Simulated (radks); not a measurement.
The numbers below are computed, except where a source is named.
How relativity changes the ionisation of the hafnium ion Hf3+ ([Xe] 4f14 5d1) to Hf4+ ([Xe] 4f14). Spin-unpolarised spherical Kohn-Sham, PBEsol, point nucleus unless stated (finite: rms radius 5.347 fm), a radial shooting solver on a logarithmic mesh with Libxc functionals. A level marked "c x" has the speed of light scaled by that factor and shares open shells by 2j + 1; other Dirac levels either fill j = l - 1/2 first or share by 2j + 1.

level,E(Hf3+) (hartree),E(Hf4+) (hartree),IE (eV),HOMO,<r> HOMO (bohr)
non-rel.,-14319.4970,-14318.2571,33.740,5d,1.895
scalar-rel.,-15072.0469,-15070.8408,32.821,5d,1.929
"scalar-rel., finite nucleus",-15069.9937,-15068.7875,32.822,5d,1.929
"Dirac, 2j+1 shares",-15091.4998,-15090.2946,32.797,5d5/2,1.950
"Dirac, low j first",-15091.5154,-15090.2946,33.220,5d3/2,1.905
"Dirac, 2j+1 shares, finite nucleus",-15089.4290,-15088.2237,32.798,5d5/2,1.950
"Dirac, c x 0.85",-15461.5179,-15460.3247,32.469,5d5/2,1.972
"Dirac, c x 1.5",-14634.8506,-14633.6265,33.310,5d5/2,1.918
"Dirac, c x 2",-14492.1788,-14490.9478,33.497,5d5/2,1.908

NIST Atomic Spectra Database: 33.37 eV (semi-empirical). The relativistic part of the total energy of Hf3+ is -769.9 hartree (Dirac, 2j+1 shares, finite nucleus), 5.4 % of the non-relativistic value. Spin polarisation and multiplet splitting of open shells are left out at every level.

Beside tabulated values, note that relativity, absent from the non-relativistic runs, is large for the heavy elements, and spin-unpolarised runs miss the spin-polarisation part of the exchange energy of open shells.
